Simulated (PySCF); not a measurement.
# Radial density of I²⁺ (iodine, charge +2)

UHF, [Kr] 4d10 5s1 5p4, high-spin 4P determinant (an excited configuration). Calculation: PySCF 2.14, in aug-cc-pwCVTZ-DK3 with one added diffuse shell each of s, p, d, f type (11s10p8d5f1g, 125 functions); scalar relativity by spin-free X2C-1e.

| r (bohr) | 4πr²ρ (e/bohr) | 4πr²(ρα − ρβ) |
| --- | --- | --- |
| 0.0268 | 64.04 | 0.0239 |
| 0.0451 | 62.62 | 0.0590 |
| 0.0759 | 87.73 | 0.0800 |
| 0.128 | 70.01 | -0.0195 |
| 0.215 | 72.34 | 0.1751 |
| 0.361 | 45.05 | -0.0013 |
| 0.608 | 26.62 | 0.4194 |
| 1.02 | 16.46 | 0.0501 |
| 1.72 | 4.285 | 2.0117 |
| 2.89 | 1.273 | 0.6657 |
| 4.87 | 0.03551 | 0.0071 |

Densities and radii are taken from the X2C orbitals without a picture-change correction, which distorts them close to the nucleus.

Task: Where is the radial spin density 4πr²(ρα − ρβ) most negative, and why is it negative at all?

Result: Around r = 0.128 bohr, down to -0.0195 e/bohr: exchange with the open shell polarises the paired shells in an unrestricted calculation.
